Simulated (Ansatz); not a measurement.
NbS₄, relaxed as a doublet with UKS PBE0-D4/def2-SVP in Ansatz, starting from the GFN2-xTB geometry. Force threshold 0.02 eV/Å.

In the def2 sets Nb takes a core potential; there is no spin–orbit coupling. The relaxation made no stability test and no search for a lower SCF solution. No other spin state of charge 0 was run. Another isomer (doublet) lies 0.18 eV lower at PBE0-D4/def2-TZVP; other spin states weren't run for this one.

Start:

```xyz
5

Nb    0.2992   -0.0068    0.4337
S    -0.2842   -1.6943   -1.1600
S     0.8760   -2.3243    0.3686
S     0.0625    2.3021    1.0020
S    -0.9535    1.7234   -0.6443
```

| step | energy (eV) | largest force component (eV/Å) | SCF passes |
| --- | --- | --- | --- |
| 1 | -44865.4396 | 1.397 | 25 |
| 2 | -44865.5992 | 0.487 | 30 |
| 3 | -44865.6199 | 0.084 | 26 |
| 4 | -44865.6204 | 0.016 | 21 |

Force components are those of the run's own axes.

End:

```xyz
5

Nb    0.282   -0.006    0.410
S    -0.328   -1.619   -1.167
S     0.903   -2.286    0.406
S     0.088    2.262    1.040
S    -0.946    1.649   -0.689
```

By distances, no bond broke or formed. The bond that changes most is S4–S5, from 2.02 to 2.11 Å (atoms count from 1).

No frequencies were taken in this run, so the end may be a saddle point.

Hardware: 4 threads of Arm Neoverse V2 on a shared host. Wall time 10 s.
